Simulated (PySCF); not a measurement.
Precursor series Mo Cl-OH. All species are isolated molecules in the gas phase. One relaxed conformer stands for each flexible species; it need not be the lowest.

Calculation: PBE-D3(BJ)/def2-TZVP // r2SCAN-D4/def2-SVP (PySCF 2.14.0). 

```csv
species,mean distance from the central atom to its bonded neighbours (Å),HOMO (eV)
0 of 6 Cl replaced by OH ([Mo(Cl)6]),…,-7.83
1 of 6 Cl replaced by OH,2.241,…
2 of 6 Cl replaced by OH ([Mo(Cl)4(OH)2]),2.175,-7.42
5 of 6 Cl replaced by OH ([Mo(Cl)(OH)5]),1.983,-6.69
```

Problem. Complete the blanks.

Solution. 
- 0 of 6 Cl replaced by OH ([Mo(Cl)6]), mean distance from the central atom to its bonded neighbours (Å): 2.308
- 1 of 6 Cl replaced by OH, HOMO (eV): -7.58
